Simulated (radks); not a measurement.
Task: These are the eigenvalues of the occupied orbitals of an atom or ion with whole-number occupations (eV). Calculated with a radial shooting solver on a logarithmic mesh with Libxc functionals: scalar-relativistic Kohn-Sham, PBE, spin-polarised, spherical densities, finite nucleus; Fermi nuclear charge, rms radius of each element as measured or else 0.836 A^(1/3) + 0.57 fm.

orbital  eigenvalue
1s up     -50283.43
1s down   -50283.06
2s up     -8462.003
2s down   -8461.784
2p up     -7551.582
2p down   -7551.251
3s up     -2028.179
3s down   -2026.296
3p up     -1746.076
3p down   -1744.159
3d up     -1373.199
3d down   -1371.665
4s up     -557.0686
4s down   -552.9995
4p up     -462.6142
4p down   -458.5714
4d up     -331.7275
4d down   -327.5966
5s up     -202.7303
5s down   -196.8546
4f up     -187.1815
5p up     -172.9955

Which element is it, and in what charge state? The configuration may be excited. Open shells, if any, are filled with parallel spins first.

Result: Z = 64, gadolinium, charge +10: Gd10+ in [Kr] 4d10 4f3 5s2 5p3. The list shows which subshells hold electrons but not how many an open one holds; the 1s level, -1847.9 hartree, gives Z - s = 60.8 by -(Z - s)^2/2, which with screening and relativity narrows Z to a few neighbours, and the depths of the outer levels then fix element, charge and occupations together.
